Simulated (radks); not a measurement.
Task: The mean radii <r> (bohr) of the occupied orbitals of an atom or ion are listed with their occupations. All-electron calculation, scalar-relativistic Kohn-Sham, PBE, spin-polarised, spherical densities, finite nucleus; Fermi nuclear charge, rms radius of each element as measured or else 0.836 A^(1/3) + 0.57 fm. Program: a radial shooting solver on a logarithmic mesh with Libxc functionals.

| orbital | occ. | <r> |
|---|---|---|
| 1s down | 1 | 0.02232 |
| 1s up | 1 | 0.02232 |
| 2s up | 1 | 0.09512 |
| 2s down | 1 | 0.09512 |
| 2p up | 3 | 0.08390 |
| 2p down | 3 | 0.08389 |
| 3s up | 1 | 0.2497 |
| 3s down | 1 | 0.2495 |
| 3p up | 3 | 0.2481 |
| 3p down | 3 | 0.2479 |
| 3d up | 5 | 0.2261 |
| 3d down | 5 | 0.2258 |
| 4s up | 1 | 0.5655 |
| 4s down | 1 | 0.5654 |
| 4p up | 3 | 0.5984 |
| 4p down | 3 | 0.5984 |
| 4d up | 5 | 0.6514 |
| 4d down | 5 | 0.6522 |
| 5s up | 1 | 1.342 |
| 5s down | 1 | 1.362 |
| 5p up | 3 | 1.544 |
| 5p down | 3 | 1.574 |
| 4f up | 6 | 0.8664 |

Name the element and its charge. Open shells, if any, are filled with parallel spins first.

Result: Z = 63, europium, charge +3: Eu3+ in [Xe] 4f6. The 1s radius gives Z: for a bare nucleus <r> = (2 gamma + 1)/(2Z) with gamma = sqrt(1 - (Z/c)^2), 0.02203 bohr for Z = 63, and screening makes it slightly larger (0.02232 here). The occupations add up to 60, and the charge is Z minus that.
